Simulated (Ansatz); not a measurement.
The same ligand exchange along the group F, Cl, Br.

Calculated with Ansatz (gas phase, PBE0-D4/def2-TZVP geometries, no zero-point term in ΔE). CBS: MP2 limit from def2 TZ/QZ plus the TZ coupled-cluster correction, frozen cores. This one scheme is used for every species. Functionals use def2-TZVPP. B3LYP here is the variant with VWN-RPA as its local correlation; programs differ in this. For Br outer-core shells are correlated without core-valence functions, which leaves a few kJ/mol of doubt a bond. Scalar relativity is left out up to krypton. Each species was taken in one conformer, which may not be the lowest.

```
                           reaction  B3LYP-D4 (kJ/mol)
 `CB(N)F` + CH₃OH → `COB(C)N` + H–F                 26
`CB(N)Cl` + CH₃OH → `COB(C)N` + HCl                -24
`CB(N)Br` + CH₃OH → `COB(C)N` + HBr                -33
```

Question: Give the CCSD(T)/CBS values in the same order. (Best estimate.)

Answer: Ansatz gave: 20, -22, -27 kJ/mol.

Largest T1 diagnostic: 0.011, for `COB(C)N`.
